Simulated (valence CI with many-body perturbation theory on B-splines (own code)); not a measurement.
## Mo XXX: electric-dipole lines

Method: valence CI with perturbative core correlation (CI+MBPT): three valence electrons over a frozen Dirac-Fock core [Ne], a basis of 11 s, 11 p, 10 d, 8 f, 5 g, 2 h functions for each j, with the one-electron correlation potential Σ1, the two-electron term Σ2, the three-electron term Σ3, Breit, model QED; selected CI, second order for the rest, scaled by the run's own slope (own B-spline code, finite nucleus).

No measured spectrum was set against this ion. As an estimate, large intervals hold to a few tenths of a per cent, small ones and those within an open d or f shell to about a per cent.

Lines 201 to 250 of 582 in falling wavelength, among levels below 785.32 eV, chosen from the strongest by gf and those to the six lowest levels. Wavelengths and rates use the calculated energies. Electric multipoles are in the length gauge, E1 and E2 with the static RPA response of the core. Weak lines are less certain than strong ones. Lines between different terms over intervals too small for the method are left out, as are lines whose strength nearly cancels. Where a level lies close to another of its J and parity, the split of strength between their lines is uncertain. The highest levels of a list are the least certain.

Names give the largest LS component (configuration and term), which can be under half, so a name can repeat, a term be missing and a line seem to break the LS rules; names also repeat where a configuration has a term twice. Letters in brackets count levels of one name in rising energy.

```tsv
λ vac (Å)	Upper	Lower	A (s⁻¹)	S (a.u.) with core polarisation	S without
116.2	3d3 2F_7/2	3p 3d2 2D°_5/2 [c]	1.71e+10	1.06e-01	1.09e-01
116.1	3p 3d2 4D°_7/2 [b]	3p2 3d 4P_5/2	2.98e+10	1.84e-01	1.89e-01
116.1	3d3 2D_5/2 [a]	3p 3d2 2D°_3/2 [c]	2.64e+10	1.22e-01	1.25e-01
116.0	3s 3p 3d 4D°_7/2	3s 3p2 2D_5/2	1.01e+10	6.21e-02	6.36e-02
116.0	3p 3d2 4D°_5/2 [a]	3p2 3d 2G_7/2	1.24e+10	5.74e-02	5.88e-02
115.8	3p3 2D°_3/2	3s 3p2 4P_1/2	1.29e+10	3.97e-02	4.07e-02
115.8	3s 3p 3d 2D°_3/2 [a]	3s 3p2 2P_1/2	2.04e+10	6.26e-02	6.42e-02
115.8	3p2 3d 4P_3/2 [b]	3s 3p 3d 2D°_3/2 [a]	2.28e+10	7.00e-02	7.17e-02
115.6	3p2 3d 2P_3/2 [a]	3s 3p 3d 4F°_3/2	2.29e+10	6.99e-02	7.17e-02
115.5	3p 3d2 4D°_5/2 [b]	3p2 3d 4P_3/2 [b]	1.17e+10	5.34e-02	5.47e-02
115.4	3d3 4P_5/2	3p 3d2 4S°_3/2	4.88e+10	2.22e-01	2.28e-01
115.3	3s 3d2 2F_7/2	3s 3p 3d 2D°_5/2 [c]	1.12e+11	6.76e-01	6.92e-01
115.2	3p 3d2 4F°_9/2	3p2 3d 4D_7/2	5.53e+09	4.17e-02	4.28e-02
115.2	3d3 4F_7/2	3p 3d2 4D°_5/2 [b]	1.68e+10	1.02e-01	1.04e-01
115.1	3d3 4F_7/2	3p 3d2 4D°_7/2 [b]	8.42e+09	5.07e-02	5.19e-02
115.1	3p2 3d 2F_7/2 [b]	3s 3p 3d 2D°_5/2 [b]	2.42e+10	1.46e-01	1.49e-01
115.1	3p2 3d 2D_3/2 [b]	3s 3p 3d 2F°_5/2 [b]	6.66e+10	2.01e-01	2.05e-01
115.1	3p 3d2 4D°_3/2	3s 3d2 4F_3/2	1.94e+10	5.83e-02	5.98e-02
115.0	3s 3d2 2F_5/2	3s 3p 3d 2D°_5/2 [c]	4.50e+10	2.03e-01	2.08e-01
115.0	3d3 2D_5/2 [b]	3p 3d2 2D°_5/2 [d]	3.83e+10	1.72e-01	1.76e-01
114.9	3p 3d2 2D°_3/2 [d]	3p2 3d 2D_3/2 [b]	2.97e+10	8.89e-02	9.10e-02
114.9	3d3 4F_5/2	3p 3d2 2P°_3/2 [a]	2.19e+10	9.82e-02	1.01e-01
114.7	3p 3d2 4D°_7/2 [b]	3p2 3d 4F_9/2 [b]	1.72e+10	1.03e-01	1.05e-01
114.7	3d3 2H_9/2	3p 3d2 2G°_9/2 [a]	5.27e+09	3.92e-02	4.01e-02
114.5	3p 3d2 2G°_7/2 [b]	3s 3d2 2G_9/2	8.11e+09	4.81e-02	4.93e-02
114.4	3p 3d2 2F°_5/2 [b]	3s 3d2 2D_3/2	3.00e+10	1.33e-01	1.36e-01
114.3	3s 3p 3d 4P°_3/2 [b]	3s 3p2 2D_5/2	3.16e+10	9.30e-02	9.53e-02
114.1	3p 3d2 2G°_7/2 [b]	3s 3d2 2G_7/2	1.99e+10	1.17e-01	1.20e-01
114.1	3s 3p2 2P_3/2	3s2 3p 2P°_3/2	4.09e+10	1.20e-01	1.23e-01
114.1	3p 3d2 2F°_5/2 [a]	3s 3d2 4F_7/2	1.13e+10	4.99e-02	5.11e-02
114.0	3p2 3d 4D_1/2	3s 3p 3d 4F°_3/2	6.07e+10	8.88e-02	9.11e-02
114.0	3d3 4F_7/2	3p 3d2 2D°_5/2 [b]	2.96e+10	1.73e-01	1.77e-01
114.0	3s 3d2 2F_5/2	3s 3p 3d 2P°_3/2 [a]	3.74e+10	1.64e-01	1.68e-01
113.9	3p2 3d 4F_9/2 [b]	3s 3p 3d 4F°_9/2	2.67e+10	1.95e-01	2.00e-01
113.8	3p 3d2 2G°_7/2 [a]	3p2 3d 2G_7/2	1.44e+10	8.39e-02	8.60e-02
113.6	3p 3d2 2P°_3/2 [c]	3s 3d2 2F_5/2	2.82e+10	8.16e-02	8.35e-02
113.5	3p2 3d 4D_3/2	3s 3p 3d 4F°_5/2	2.72e+10	7.86e-02	8.06e-02
113.5	3p 3d2 2F°_7/2 [b]	3p2 3d 2F_7/2 [b]	1.69e+10	9.78e-02	1.00e-01
113.5	3p3 4S°_3/2	3s 3p2 4P_3/2	3.86e+10	1.12e-01	1.14e-01
113.5	3p 3d2 2D°_5/2 [c]	3p2 3d 2D_5/2 [b]	2.96e+10	1.28e-01	1.31e-01
113.4	3p 3d2 2D°_5/2 [a]	3p2 3d 2F_7/2 [a]	1.04e+10	4.51e-02	4.62e-02
113.4	3s 3p 3d 4F°_7/2	3s 3p2 4P_5/2	1.14e+10	6.57e-02	6.72e-02
113.3	3d3 4F_9/2	3p 3d2 4D°_7/2 [b]	2.31e+10	1.66e-01	1.70e-01
113.3	3s 3d2 4F_5/2	3s 3p 3d 4D°_5/2	1.10e+10	4.74e-02	4.86e-02
113.2	3p 3d2 4G°_7/2	3p2 3d 2F_5/2 [a]	1.50e+10	8.59e-02	8.78e-02
113.2	3p 3d2 2D°_5/2 [a]	3p2 3d 2P_3/2 [a]	1.16e+10	4.99e-02	5.10e-02
113.2	3d3 2F_7/2	3p 3d2 2F°_7/2 [c]	1.58e+10	9.02e-02	9.23e-02
113.2	3d3 2D_3/2 [a]	3p 3d2 4S°_3/2	1.35e+10	3.87e-02	3.97e-02
113.1	3p2 3d 4D_5/2	3s 3p 3d 4F°_5/2	2.85e+10	1.22e-01	1.25e-01
113.1	3d3 2H_11/2	3p 3d2 2H°_11/2	3.12e+10	2.67e-01	2.74e-01
```
